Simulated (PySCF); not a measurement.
# Structure from NMR data

The spectra below were simulated for a compound C₃H₁₃NOSi₄.

1H NMR (600 MHz, computed): δ 6.54 (d, 1H), 6.07 (d, 1H), 5.46 (m, 1H), 5.38 (m, 1H), 4.81 (s, 6H), 4.28 (s, 3H).

13C{1H} NMR (computed): δ 157.1 (CH), 115.7 (CH), 46.8 (C).

Gas phase, non-relativistic Hamiltonian, rapidly exchanging positions averaged, one computed conformer. Geometry: GFN2-xTB; GIAO PBE0/pcSseg-1 shieldings; PySCF 2.14.

References, each an isolated molecule treated in the same way: 1H and 13C against TMS.

Question: What is the structure?

Answer: 
The formula gives 2 degrees of unsaturation (1 ring in the answer). 3 carbon signals for 3 carbons: no two carbons are equivalent. Carbon types of the structure: 1 × C, 2 × CH, leaving 11 H on heteroatoms. δC 157.1: alkene carbon bearing oxygen; an sp2 carbon further deshielded by the attached heteroatom. δC 115.7: β carbon of an enol-ether or enamine type C=C. δC 46.8: allylic fully substituted sp3 carbon bonded to N and 2 Si; the inductive effect lowers its shielding. δH 6.54: hydrogen on an alkene carbon bearing oxygen; olefinic region. δH 6.07: hydrogen on a β carbon of an enol-ether or enamine type C=C; olefinic region. δH 5.46, 5.38: hydrogen on a silicon bonded to C, O, in a 5-membered ring. δH 4.28: hydrogen on a silicon bonded to C.

The compound is `InChI=1S/C3H13NOSi4/c6-3(4(7)8)1-2-5-9-3/h1-2H,9H2,6-8H3/t3-/m0/s1`.

This is the structure that produced the data.

Shifts are as computed. Against solution values, carbons near 30 ppm lie about +3 ppm off and those near 130 ppm about +5 ppm. Of 1211 compounds with measured shifts, 218 miss one by over three times the rms of a fit or turn the order of signals round; such compounds aren't used in these exercises. No couplings were computed; multiplicities are counted from neighbouring protons, with m where these are inequivalent, close in shift, in a saturated or five-membered ring or joined by F or P, and br s for small geminal =CH2 splittings.
